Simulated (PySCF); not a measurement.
**Mayer bond orders and bond lengths**

CH4O2Si.
Atom-mapped SMILES: `[O:1]=[CH:2][O:3][SiH3:4]` (hydrogens: H5 on C2; H6, H7, H8 on Si4)

Cartesian coordinates in Å at the PBE0-D3(BJ)/def2-SVP level; atoms count from 1:
```xyz
8
CH4O2Si angstrom
O      1.4781   -0.9947    0.5386
C      1.4878    0.1007    0.0499
O      0.3966    0.7620   -0.3205
Si    -1.1251   -0.0107   -0.0777
H      2.4058    0.6927   -0.1468
H     -1.1888   -1.2699   -0.8644
H     -1.3447   -0.2499    1.3727
H     -2.0914    0.9886   -0.6009
```

Bond orders from the PBE0/pcSseg-1 density (PySCF). One conformer (not necessarily the lowest) at the PBE0-D3(BJ)/def2-SVP geometry, without solvent, vibrations or thermal averaging.

Task: How far do the computed orders between heavy atoms stray from the drawn ones?

Result: The largest departure is 0.208, at O3–Si4 (drawn single, 0.792). Drawn single, order below 0.88: O3–Si4 (0.792).

Task: Give the Mayer order of every bond, beside its length.

Result: 
| bond | drawn as | length (Å) | Mayer order |
| --- | --- | --- | --- |
| O1–C2 | double | 1.200 | 1.936 |
| C2–O3 | single | 1.329 | 1.120 |
| O3–Si4 | single | 1.724 | 0.792 |
| C2–H5 | single | 1.110 | 0.926 |
| Si4–H6 | single | 1.486 | 0.935 |
| Si4–H7 | single | 1.486 | 0.936 |
| Si4–H8 | single | 1.485 | 0.935 |

By pair of heavy elements: C–O: lowest C2–O3 (1.120, 1.329 Å), highest O1–C2 (1.936, 1.200 Å).

Task: Sum the orders of all bonds at each heavy atom with more than one neighbour and set the sums beside the valence in the SMILES.

Result: C2 3.982 (drawn 4), O3 1.912 (drawn 2), Si4 3.598 (drawn 4). Orders between atoms that aren't bonded are not in these sums.

The Mayer order sums products of elements of PS (density times overlap matrix) between the two atoms' basis functions, so it depends on the basis set.

The run behind these numbers computed NMR shieldings as well. Time: 6.5 s of wall time (grids of density and orbitals included); peak memory 0.42 GiB. Hardware: Arm Neoverse V2, one thread (shared host).
